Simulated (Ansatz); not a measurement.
Geometry optimisation, RKS PBE0-D4/STO-3G (Ansatz).

input.yaml

```yaml
crystal:
  periodic: [false, false, false]
  atoms:
    - { symbol: Si, position_ang: [0.0, 0.0, 0.0] }
    - { symbol: "N", position_ang: [0.0, 0.0, 1.82] }
    - { symbol: C, position_ang: [-1.2162, -0.3762, 2.555] }
    - { symbol: H, position_ang: [-1.8642, -0.9999, 1.9045] }
    - { symbol: H, position_ang: [-0.9378, -0.9533, 3.4614] }
    - { symbol: H, position_ang: [-1.7663, 0.5401, 2.8549] }
    - { symbol: C, position_ang: [1.2162, 0.3762, 2.555] }
    - { symbol: H, position_ang: [1.4641, -0.4163, 3.2916] }
    - { symbol: H, position_ang: [2.0585, 0.4943, 1.8418] }
    - { symbol: H, position_ang: [1.0457, 1.3351, 3.0874] }
    - { symbol: H, position_ang: [1.3768, 0.0, -0.4862] }
    - { symbol: H, position_ang: [-0.6877, 1.1914, -0.4862] }
    - { symbol: "N", position_ang: [-0.8572, -1.4851, -0.6061] }
    - { symbol: H, position_ang: [-1.3922, -2.1014, 0.0704] }
    - { symbol: H, position_ang: [-0.8219, -1.7344, -1.6357] }
basis:
  gaussian: { orbitals: STO-3G }
hamiltonian:
  xc: pbe0
  dispersion: d4
relax:
  f_tol: 0.02
  max_steps: 40
```

Run as:

```bash
$ ansatz run input.yaml --threads 1 --pin off --max-ram 2048MiB --backend cpu --events-out ev --progress --plain --runs-dir out
```

Task: Where does it end, and by what steps?

Result: It converged. The force dipped under the threshold on the way, but the program's further checks kept it going. Limits of this set-up: minimal basis. After 15 steps the energy has fallen by 0.784 eV; H14 moved furthest, 0.95 Å.

```
step  energy less start (eV)  largest force component (eV/Å)  accepted
   0                  0.0000                           3.259       yes
   1                 -0.4250                           1.025       yes
   2                 -0.5168                           0.340       yes
   3                 -0.5572                           0.997       yes
   4                 -0.5994                           1.708       yes
   5                 -0.7080                           0.892       yes
   6                 -0.7536                           0.565       yes
   7                 -0.7681                           0.407       yes
   8                 -0.7763                           0.354       yes
   9                 -0.7632                           0.447        no
  10                 -0.7820                           0.258       yes
  11                 -0.7664                           0.707        no
  12                 -0.7836                           0.052       yes
  13                 -0.7830                           0.116        no
  14                 -0.7841                           0.012       yes
  15                 -0.7843                           0.013       yes
```

```xyz
15
Properties=species:S:1:pos:R:3
Si 0.008 -0.146 0.087
N 0.135 -0.421 1.823
C -1.159 -0.414 2.548
H -1.891 -0.998 1.967
H -1.040 -0.883 3.539
H -1.576 0.602 2.709
C 1.152 0.384 2.539
H 1.305 -0.024 3.553
H 2.112 0.330 2.001
H 0.884 1.455 2.653
H 1.369 -0.196 -0.414
H -0.576 1.124 -0.303
N -1.099 -1.387 -0.495
H -0.651 -2.331 -0.484
H -1.354 -1.226 -1.494
```

The run took 59 s on 1 thread of Intel(R) Xeon(R) Platinum 8259CL CPU @ 2.50GHz (Skylake/Cascade Lake), with other jobs on the host, peak memory 0.15 GiB.
